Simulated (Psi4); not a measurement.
C₄H₃O (SMILES [c]1ccoc1), doublet (typed; the unrestricted solution is spin-contaminated), geometry from GFN2-xTB. Base run: CCSD(T)/cc-pVDZ in Psi4.

The Psi4 input:
```
memory 2 GB

molecule mol {
0 2
  O     0.003210    0.037124    1.100777
  C    -0.004705    1.132784    0.306132
  C     0.006077   -1.038904    0.290733
  C    -0.006685    0.732466   -0.983357
  C     0.000199   -0.672687   -1.022982
  H    -0.008057    2.094604    0.774367
  H     0.012330   -2.003975    0.757835
  H     0.000727   -1.309578   -1.881567
}

set basis cc-pvdz
set reference uhf
set freeze_core true

energy('ccsd(t)')
print_variables()
```

Problem. The base was run again with changes. Order these runs by total energy, lowest first: method = mp2 | method = mp3 | method = ccsd.

Solution. method = ccsd (ΔE vs base (kcal/mol) 17.74), method = mp3 (ΔE vs base (kcal/mol) 30.65), method = mp2 (ΔE vs base (kcal/mol) 46.42)

Open shells are given as the SCF converged; they aren't shown to be the lowest states, and a large step between rows can be another state.
